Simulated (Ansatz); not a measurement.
`OC1=CB1`, charge 0, multiplicity 1.

Give a relaxed structure at PBE0-D4/def2-TZVP (the Gaussian-basis code of Ansatz). (Best estimate.)

The calculation gave: 
Cartesian coordinates in Å:
```
O -1.196 -0.066 1.235
C -0.279 -0.017 0.280
C 1.028 0.281 0.163
B 0.317 -0.116 -1.060
H -2.033 -0.341 0.848
H 1.875 0.596 0.755
H 0.288 -0.336 -2.222
```
Point group Cs.
